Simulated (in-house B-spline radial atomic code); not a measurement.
CAM-B3LYP excitations of the magnesium ion Mg⁸⁺

Method: CAM-B3LYP. Computed with an all-electron radial atomic-structure program (B-spline basis): linear response of the closed shell [He] 2s2 with the functional's adiabatic kernel; scalar-relativistic (spin-free one-electron X2C), finite nucleus, no spin-orbit coupling, no double excitations, S, P, D and F terms only.

Command:
```bash
python run_td.py task.json out
```
Settings (radii: box in bohr, nucleus in fm):
```
Z                        12
electrons                4
configuration            [He] 2s2
hamiltonian              x2c
method                   camb3lyp
box_radius               11.59
rms_radius               3.057
intervals                71
```

Run time, properties included: 0.4 s on 1 thread of Arm Neoverse N1, with other jobs on the host.

The lowest states, in the order of their Tamm-Dancoff energies; the method's threshold (minus the highest occupied level) is 314.90 eV. Labels give the largest channel, * marks a mixed state, and oscillator strengths are full-response dipole values. Semilocal kernels can invert the small singlet-triplet splittings of Rydberg terms. Energies in eV:

```tsv
state	full response	Tamm-Dancoff	oscillator strength
2s → 2p 3P	12.649	14.973	-
2s → 2p 1P	30.73	32.12	0.3
2s → 3s 3S	?	?	-
2s → 3s 1S	188.94	188.99	-
2s → 3p 3P	?	?	-
2s → 3p 1P	193.54	193.54	0.55
2s → 3d 3D	195.52	195.58	-
2s → 3d 1D	199.73	199.74	-
2s → 4s 3S	245.08	245.08	-
2s → 4s 1S	246.43	246.45	-
```

Question: Where does 2s → 3p 3P lie?

Answer: At 191.06 eV in full response, 191.08 eV in Tamm-Dancoff.

Question: Where does 2s → 3s 3S lie?

Answer: At 184.10 eV in full response, 184.12 eV in Tamm-Dancoff.

Question: How large is the singlet-triplet splitting of 2s → 2p (P terms) in Tamm-Dancoff?

Answer: 17.1 eV, from the unrounded values.

Question: What polarisabilities and dispersion coefficient does the method give?

Answer: Dipole 0.2522 bohr³, quadrupole 0.0261 bohr⁵, C6 0.06081 hartree·bohr⁶ for two such species.
